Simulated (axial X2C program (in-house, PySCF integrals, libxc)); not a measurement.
## HoO⁺: the levels of the configuration f10 s0

Calculated with an in-house all-electron X2C program for linear molecules (integrals from PySCF): two-component X2C with atomic mean-field Coulomb and Gaunt terms, basis Ho dyall-v3z, O dyall-v3z (cores contracted in-house). Orbitals come from Hartree–Fock averaged over the configuration Ho f10 s0; CI then distributes these electrons over the f, s shells of Ho.

R = 1.737 Å (near the minimum of the configuration average).

Active spinors (ω > 0):

| shell | ω | ε (eV) | character |
| --- | --- | --- | --- |
| f | 5/2 | -18.30 | 100% Ho f |
| f | 3/2 | -18.16 | 100% Ho f |
| f | 1/2 | -17.90 | 98% Ho f |
| f | 7/2 | -17.31 | 100% Ho f |
| f | 5/2 | -17.22 | 100% Ho f |
| f | 3/2 | -17.04 | 99% Ho f |
| f | 1/2 | -16.86 | 98% Ho f |
| s | 1/2 | -5.61 | 81% Ho s, 12% Ho p, 5% Ho d |

Lowest levels of this model:

```json
{"Ω": "8", "energy (cm⁻¹)": "0", "g∥": "19.91", "configuration": "100% f10"}
{"Ω": "7", "energy (cm⁻¹)": "439", "g∥": "17.31", "configuration": "100% f10"}
{"Ω": "6", "energy (cm⁻¹)": "719", "g∥": "14.81", "configuration": "100% f10"}
{"Ω": "5", "energy (cm⁻¹)": "876", "g∥": "12.35", "configuration": "100% f10"}
{"Ω": "4", "energy (cm⁻¹)": "956", "g∥": "9.90", "configuration": "100% f10"}
{"Ω": "3", "energy (cm⁻¹)": "995", "g∥": "7.43", "configuration": "100% f10"}
{"Ω": "2", "energy (cm⁻¹)": "1012", "g∥": "4.96", "configuration": "100% f10"}
{"Ω": "1", "energy (cm⁻¹)": "1018", "g∥": "2.48", "configuration": "100% f10"}
{"Ω": "0", "energy (cm⁻¹)": "1020", "g∥": "0.00", "configuration": "100% f10"}
{"Ω": "7", "energy (cm⁻¹)": "4868", "g∥": "16.57", "configuration": "100% f10"}
{"Ω": "6", "energy (cm⁻¹)": "5215", "g∥": "13.97", "configuration": "100% f10"}
{"Ω": "5", "energy (cm⁻¹)": "5459", "g∥": "11.59", "configuration": "100% f10"}
{"Ω": "4", "energy (cm⁻¹)": "5610", "g∥": "9.29", "configuration": "100% f10"}
{"Ω": "3", "energy (cm⁻¹)": "5690", "g∥": "6.99", "configuration": "100% f10"}
{"Ω": "2", "energy (cm⁻¹)": "5728", "g∥": "4.67", "configuration": "100% f10"}
{"Ω": "1", "energy (cm⁻¹)": "5743", "g∥": "2.33", "configuration": "100% f10"}
{"Ω": "0", "energy (cm⁻¹)": "5748", "g∥": "0.00", "configuration": "100% f10"}
{"Ω": "6", "energy (cm⁻¹)": "8388", "g∥": "13.13", "configuration": "100% f10"}
{"Ω": "5", "energy (cm⁻¹)": "8682", "g∥": "10.52", "configuration": "100% f10"}
{"Ω": "4", "energy (cm⁻¹)": "8933", "g∥": "8.36", "configuration": "100% f10"}
{"Ω": "3", "energy (cm⁻¹)": "9084", "g∥": "6.31", "configuration": "100% f10"}
{"Ω": "2", "energy (cm⁻¹)": "9152", "g∥": "4.24", "configuration": "100% f10"}
{"Ω": "1", "energy (cm⁻¹)": "9177", "g∥": "2.13", "configuration": "100% f10"}
{"Ω": "0", "energy (cm⁻¹)": "9182", "g∥": "0.00", "configuration": "100% f10"}
{"Ω": "5", "energy (cm⁻¹)": "11017", "g∥": "9.53", "configuration": "100% f10"}
{"Ω": "4", "energy (cm⁻¹)": "11313", "g∥": "7.00", "configuration": "100% f10"}
{"Ω": "3", "energy (cm⁻¹)": "11587", "g∥": "5.34", "configuration": "100% f10"}
{"Ω": "2", "energy (cm⁻¹)": "11714", "g∥": "3.59", "configuration": "100% f10"}
{"Ω": "1", "energy (cm⁻¹)": "11758", "g∥": "1.80", "configuration": "100% f10"}
{"Ω": "0", "energy (cm⁻¹)": "11769", "g∥": "0.00", "configuration": "100% f10"}
```

g∥ is the magnitude of 2⟨Lz + ge Sz⟩ for the +Ω component.

From Ω and g∥ of the lowest level, whose 2⟨Lz + ge Sz⟩ is positive, find ⟨Sz⟩ and ⟨Lz⟩ (ge = 2.0023).

Ω = ⟨Lz⟩ + ⟨Sz⟩ = 8 and ⟨Lz⟩ + ge⟨Sz⟩ = 9.955, so ⟨Sz⟩ = 1.95 and ⟨Lz⟩ = 6.05.

Occupations of the active spinors in the lowest level by ω, shell by shell in order of energy: -7/2: 0.00; -5/2: 0.93 0.07; -3/2: 0.89 0.11; -1/2: 0.80 0.20 0.00; 1/2: 1.00 1.00 0.00; 3/2: 1.00 1.00; 5/2: 1.00 1.00; 7/2: 1.00. The leading determinant has weight 0.66 among 106.

This point took 3.4 s on 1 thread of Arm Neoverse N1, on a shared host.

There is no dynamic correlation: spin–orbit spacings and, for f shells, spacings inside one term are the most reliable numbers, splittings between terms come out too wide, and energies between configurations are not reliable, so the lowest level need not be the ground state of the molecule. At most 4 roots were kept for each Ω > 0 (twice that for Ω = 0) within 2.2 eV of the lowest, so higher up levels can be missing between those listed; levels with Ω > 0 are doubly degenerate and listed once, Ω = 0 levels singly. States that fill the shells left empty in the average are placed too high.
